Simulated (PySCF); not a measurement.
Ge(Me)3(OEt), SMILES [CH3][Ge]([O]CC)([CH3])[CH3] (C5H14GeO) at its GFN2-xTB optimised geometry (Å):

```
21

C     -1.2440     2.2548    -0.6898
C     -0.4189     1.0134    -0.9977
O     -0.6612     0.0501     0.0000
Ge    -0.0832    -1.6369     0.0000
C      1.9155    -1.6369     0.0000
C     -0.8765    -2.2846     1.6943
C     -0.7965    -2.5554    -1.6255
H     -0.9719     2.6437     0.2877
H     -2.3005     2.0005    -0.6765
H     -1.0675     3.0187    -1.4428
H      0.6474     1.2744    -1.0225
H     -0.6936     0.6242    -1.9870
H      2.2973    -2.6437     0.1311
H      2.3005    -1.2457    -0.9379
H      2.2898    -1.0180     0.8102
H     -1.9571    -2.1903     1.6628
H     -0.6232    -3.3267     1.8640
H     -0.5078    -1.6973     2.5291
H     -0.3357    -2.1605    -2.5269
H     -0.5947    -3.6202    -1.5799
H     -1.8707    -2.4108    -1.6962
```

Method: B3LYP/def2-SVP (PySCF 2.14.0). Cells within 0.4 Å of a nucleus heavier than hydrogen are left out (blank, or x).

Map of the Laplacian of the electron density (e/bohr⁵) on the plane z = 1.5 Å:

```
|88888888888888888888888888888|
|88888888888888888888888888888|
|88888888888888888888888888888|
|88888888888888888888888888888|
|88888888888888888888888888888|
|88888888888888888888888888888|
|88888888888888888888888888888|
|88888888888888888888888888888|
|88888888888888888888888888888|
|88888888888888888888888888888|
|88888888888888888888888888888|
|88888888888888888888888888888|
|88888888888888888888888888888|
|88888888888888888888888888888|
|88888888888888888888888888888|
|88888888888888888888888888888|
|88888888888899888888998888888|
|88888888899999988889998888888|
|88888888999999998899998888888|
|88888889989979998889998888888|
|88888889603xx7998888888888888|
|88888889856xx8998888888888888|
|88888889999858998888888888888|
|88888888999968998888888888888|
|88888888889999988888888888888|
|88888888888999888888888888888|
|88888888888888888888888888888|
|88888888888888888888888888888|
|88888888888888888888888888888|
```
Scale: ten equal steps from -0.971 (start of '0') to 0.136 (end of '9'), in the order '0123456789'; x runs from -5.00 to 5.00, y from -5.00 (bottom) to 5.00 (top).
